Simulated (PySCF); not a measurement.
Species: CH₃F₄NSi.
Atom-mapped SMILES: `[NH2:1][Si@H:2]([F:3])[C:4]([F:5])([F:6])[F:7]` (hydrogens: H8, H9 on N1; H10 on Si2)

Theory: PBE0-D3(BJ)/def2-SVP geometry optimisation, gas phase in PySCF.

Q: List the bond lengths, angles and torsions at this level.

A: 
| bond | length (Å) | order |
| --- | --- | --- |
| N1–Si2 | 1.694 | single |
| Si2–F3 | 1.625 | single |
| Si2–C4 | 1.923 | single |
| C4–F5, C4–F7 | 1.339 | single |
| C4–F6 | 1.348 | single |
| N1–H8, N1–H9 | 1.013 | single |
| Si2–H10 | 1.479 | single |

Bonds in one row agree within 0.01 Å and their mean is given. Orders are formal, as drawn. A selection of angles:
| angle | degrees |
| --- | --- |
| Si2–N1–H8 | 123.2 |
| Si2–N1–H9 | 121.7 |
| H8–N1–H9 | 112.5 |
| N1–Si2–F3 | 115.5 |
| N1–Si2–C4 | 106.0 |
| N1–Si2–H10 | 111.2 |
| F3–Si2–C4 | 104.1 |
| F3–Si2–H10 | 107.6 |
| C4–Si2–H10 | 112.3 |
| Si2–C4–F5 | 113.1 |
| Si2–C4–F6 | 110.6 |
| F5–C4–F6 | 107.3 |

Dihedral angles: N1–Si2–C4–F5 164° (antiperiplanar).

N1 (silicon-bound nitrogen) is almost planar (angles 123.2°, 121.7° and 112.5°, sum 357.4°, 0.11 Å off the plane of its three neighbours). Of the pairs four or more bonds apart, F6···H9 is among the closest relative to their van der Waals radii: 2.80 Å, 105 % of the sum of Bondi's values. Si2 (fluorine-bound silicon) is distorted tetrahedral (angles from 104.1° to 115.5°).

Point group: C1 (no symmetry element, even within 0.4 Å). Not checked by PBE0-D3(BJ)/def2-SVP frequencies. The numbers are those of one conformer (H–N1–Si2–F3 -89° and 72°).

Hardware: one thread, Arm Neoverse V1 (aarch64), no GPU, shared host. Cost: 2.0 min of wall time, 0.50 GiB resident at most. That covers the optimisation of the geometry.
